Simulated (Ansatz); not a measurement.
Cl₂Sb (`[Cl][Sb][Cl]`) radical at its PBE0-D4/def2-TZVP geometry, where that method's forces vanish. The species carries charge 0 and has multiplicity 2. Sb takes the def2 core potential.

```xyz
3

Cl   -0.6534   -1.0809    1.3416
Sb    0.6024    0.6794    0.4560
Cl    0.0509    0.4014   -1.7976
```

What forces (eV/Å) does ωB97M-V/def2-TZVPP give on these atoms in Ansatz 0.2.0? (Estimate.)

Computed: 
```
Cl1  0.011  0.020 -0.036
Sb2 -0.004 -0.005 -0.003
Cl3 -0.006 -0.015  0.039
```
